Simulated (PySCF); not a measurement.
Radial density of Pr²⁺ (praseodymium, charge +2)

MN15, [Xe] 4f2 6s1, one real determinant (an excited configuration). All numbers are calculated (PySCF 2.14, the spin-free X2C one-electron Hamiltonian (Gaussian nucleus), in x2c-TZVPPall with one added diffuse shell each of s, p, d, f type (12s8p8d5f2g, 129 functions)).

```csv
r (bohr),4πr²ρ (e/bohr),4πr²(ρα − ρβ)
0.0274,69.19,0.0000
0.0461,79.19,0.0040
0.0776,101.9,0.0064
0.131,75.38,0.0072
0.220,88.12,0.1972
0.369,36.73,0.9349
0.621,37.88,1.8907
1.04,13.02,1.5379
1.76,6.082,0.4011
2.96,0.8294,0.3581
4.97,0.1699,0.1681
8.36,0.0003095,0.0003
14.1,0.0001070,0.0001
```

Densities and radii are taken from the X2C orbitals without a picture-change correction, which distorts them close to the nucleus.

⟨L²⟩ = 24.01 against 30 for a pure H term, so this real determinant mixes terms. Spin-orbit coupling, absent here, splits the open shell strongly.
